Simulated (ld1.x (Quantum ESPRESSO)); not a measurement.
Before and after: TM potential for Sn

ld1.x (Quantum ESPRESSO) 7.5 input, shortened:

```
&input
   title='Sn', zed=50., rel=2, dft='PZ', iswitch=3,
   config='[Kr] 4d10 5s2 5p2', rel_dist='average'
 /
 &inputp
   pseudotype=2, tm=.true., lloc=0,
   nlcc=.false.
 /
3
5P  2  1   2.00   0.00  2.05  2.05  0.0
4D  3  2  10.00   0.00  1.65  1.65  0.0
5S  1  0   2.00   0.00  2.20  2.20  0.0
 &test
   configts(1)='4d10 5s2 5p2'
 /
```

Open shells are filled in proportion to 2j + 1 (rel_dist='average').

All-electron outer shells of the reference configuration (LDA (PZ), scalar-relativistic, ld1.x):

| shell | level (eV) | outermost node (bohr) | outermost maximum (bohr) |
| --- | --- | --- | --- |
| 4s | -133.65 | 0.40 | 0.74 |
| 4p | -89.56 | 0.41 | 0.79 |
| 4d | -25.90 | 0.39 | 0.88 |
| 5s | -10.81 | 0.98 | 2.01 |
| 5p | -3.87 | 1.09 | 2.55 |

Change: local potential all-electron potential smoothed inside 1.50 bohr (lloc = -1).

Cutoffs: the cutoffs (Ry, on a coarse ladder) from which the occupation-weighted sum of valence levels, in a spherical-Bessel basis at the reference potential, stays within 10 and 1 mRy of its value at 400 Ry; they do not see the model core or the augmentation charge, which bear on the density cutoff. Errors are all-electron minus pseudo energies relative to the spin-unpolarised reference configuration.

What does the change do?

The potential gets neither clearly harder nor softer (80 Ry and 140 Ry → 80 Ry and 140 Ry); a bound ghost appears in s, which as a rule spoils a file; of the 7 tests that both files solve, the error grows in 5 and shrinks in 1 by more than 15 % and 0.3 meV (median size 4.4 → 20.2 meV); the range in which the p1/2 phases agree narrows (upper end 4.8 → 0.2); the range in which the p3/2 phases agree narrows (upper end 4.3 → 0.0). In the separable form a ghost depends on how the local part lies against the semilocal potential of the channel, so the choice of the local part can create or remove one.

```tsv
quantity	base	changed
cutoff, loose	80 Ry	80 Ry
cutoff, tight	140 Ry	140 Ry
loose cutoff by channel (10 mRy a level)	p 8 Ry, d 70 Ry, s 10 Ry	s 15 Ry, p 6 Ry, d 70 Ry
bound ghosts	none	s
error for 4d10 5s2 5p1, meV [ΔE 7.11 eV]	+1.1	+5.5
error for 4d10 5s2 5p0, meV [ΔE 21.39 eV]	+4.4	+2.9
error for 4d10 5s1 5p0, meV [ΔE 52.84 eV]	+21	+20
error for 4d9 5s2 5p2, meV [ΔE 32.75 eV]	-222	+491
error for 4d10 5s1 5p3, meV [ΔE 7.05 eV]	+0.1	+5.0
error for 4d10 5s1 5p2, meV [ΔE 14.83 eV]	+4.4	+31
error for 4d10 5s0 5p4, meV [ΔE 14.36 eV]	0.0	+29
s: phases at 2.38 bohr within 0.05 rad from the reference energy up to (Ry; the scan ends near 5)	2.9	3.4
p1/2: phases at 2.38 bohr within 0.05 rad from the reference energy up to (Ry; the scan ends near 5)	4.8	0.2
p3/2: phases at 2.38 bohr within 0.05 rad from the reference energy up to (Ry; the scan ends near 5)	4.3	0.0
d3/2: phases at 2.38 bohr within 0.05 rad from the reference energy up to (Ry; the scan ends near 5)	0.3	1.4
d5/2: phases at 2.38 bohr within 0.05 rad from the reference energy up to (Ry; the scan ends near 5)	0.4	1.5
```

 A true bound ghost makes a file unfit for plane-wave use even where its test errors are small: the radial tests pick states by their node count and pass the ghost by.
